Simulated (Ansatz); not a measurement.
H12N2Si4Zn, SMILES `[SiH3][N]([SiH3])[Zn][N]([SiH3])[SiH3]`, one more setting.

```yaml
crystal:
  periodic: [false, false, false]
  atoms:
    - {symbol: Si, position_ang: [3.012590, 0.371421, 0.196832]}
    - {symbol: N, position_ang: [1.666799, -0.705299, 0.208521]}
    - {symbol: Si, position_ang: [1.803857, -2.411949, 0.406581]}
    - {symbol: Zn, position_ang: [-0.001411, 0.000810, 0.001504]}
    - {symbol: N, position_ang: [-1.669821, 0.706511, -0.204995]}
    - {symbol: Si, position_ang: [-2.335117, 0.769994, -1.793714]}
    - {symbol: Si, position_ang: [-2.490209, 1.269373, 1.202439]}
    - {symbol: H, position_ang: [3.765993, 0.337613, 1.481685]}
    - {symbol: H, position_ang: [3.972876, 0.049316, -0.895619]}
    - {symbol: H, position_ang: [2.505520, 1.757652, -0.013763]}
    - {symbol: H, position_ang: [0.436552, -3.004567, 0.346976]}
    - {symbol: H, position_ang: [2.416509, -2.775297, 1.715245]}
    - {symbol: H, position_ang: [2.633011, -3.031298, -0.665180]}
    - {symbol: H, position_ang: [-1.332549, 0.214534, -2.747335]}
    - {symbol: H, position_ang: [-3.585608, -0.031756, -1.907988]}
    - {symbol: H, position_ang: [-2.656576, 2.164878, -2.206395]}
    - {symbol: H, position_ang: [-1.598982, 1.065313, 2.380724]}
    - {symbol: H, position_ang: [-3.761505, 0.530010, 1.441476]}
    - {symbol: H, position_ang: [-2.823830, 2.718443, 1.109306]}
basis:
  gaussian: {orbitals: def2-SVP, final_grid: {core_spheres: 20, valence_spheres: 16, degree: 47}, nuclear_model: gaussian}
hamiltonian: {xc: {name: PBE0}}
scf: {lower_state_search: full}
output: {forces: true}
```

```sh
$ ansatz run in.yaml --threads 4 --pin off --events-out ev --progress --plain --max-ram 41984MiB --backend cpu
```

Output, abridged:

```
Functional definition: PBE0
1852 factors; integrals over basis functions are off by at most 1.1e-3 eV
mean field evaluation 1: about -83052.5171 eV, gradient 8.1e1 eV
mean field evaluation 2: about -83052.6574 eV, gradient 8.1e1 eV
mean field evaluation 4: about -83064.7153 eV, gradient 1.0e1 eV
mean field evaluation 8: about -83065.0065 eV, gradient 1.1e0 eV
mean field evaluation 16: about -83065.0088 eV, gradient 1.2e-4 eV
mean field -83065.00881681 eV, -3052.5827705327 hartree, gradient 1.1e-5 eV, S^2 0.000000; 2 other end points of the search recorded, 0 dependent functions left out
reference -83065.00886214 eV, -3052.5827721985 hartree; 56, 56 occupied and 135, 135 virtual orbitals, 1852 factors
Total energy: -83065.00886214 eV, -3052.5827721985 hartree
Atom 0 at     3.012590     0.371421     0.196832 Å, force     0.268676     0.137541     0.008979 eV/Å
Atom 1 at     1.666799    -0.705299     0.208521 Å, force    -0.338200     0.142003    -0.044993 eV/Å
Atom 2 at     1.803857    -2.411949     0.406581 Å, force     0.084019    -0.291383     0.039423 eV/Å
Atom 3 at    -0.001411     0.000810     0.001504 Å, force     0.000586     0.000533    -0.000879 eV/Å
Atom 4 at    -1.669821     0.706511    -0.204995 Å, force     0.338444    -0.139585     0.042154 eV/Å
Atom 5 at    -2.335117     0.769994    -1.793714 Å, force    -0.165901     0.033861    -0.249662 eV/Å
Atom 6 at    -2.490209     1.269373     1.202439 Å, force    -0.190100     0.113168     0.210977 eV/Å
Atom 7 at     3.765993     0.337613     1.481685 Å, force     0.099883     0.025896     0.130175 eV/Å
Atom 8 at     3.972876     0.049316    -0.895619 Å, force     0.120816    -0.003066    -0.114645 eV/Å
Atom 9 at     2.505520     1.757652    -0.013763 Å, force    -0.042380     0.152526    -0.022435 eV/Å
Atom 10 at     0.436552    -3.004567     0.346976 Å, force    -0.135656    -0.072199    -0.003851 eV/Å
Atom 11 at     2.416509    -2.775297     1.715245 Å, force     0.055378    -0.073530     0.135842 eV/Å
Atom 12 at     2.633011    -3.031298    -0.665180 Å, force     0.077044    -0.099238    -0.105126 eV/Å
Atom 13 at    -1.332549     0.214534    -2.747335 Å, force     0.099492    -0.057016    -0.111617 eV/Å
Atom 14 at    -3.585608    -0.031756    -1.907988 Å, force    -0.134791    -0.084556    -0.048203 eV/Å
Atom 15 at    -2.656576     2.164878    -2.206395 Å, force    -0.038358     0.141373    -0.079397 eV/Å
Atom 16 at    -1.598982     1.065313     2.380724 Å, force     0.082451    -0.016744     0.128470 eV/Å
Atom 17 at    -3.761505     0.530010     1.441476 Å, force    -0.138205    -0.065414     0.059270 eV/Å
Atom 18 at    -2.823830     2.718443     1.109306 Å, force    -0.043198     0.155830     0.025517 eV/Å
Dipole moment:     0.000687     0.001002    -0.001407 e Å
```

It took 12 s on 4 threads of an AMD EPYC 7R13 on a shared host, with 1 GiB of host memory at the peak.
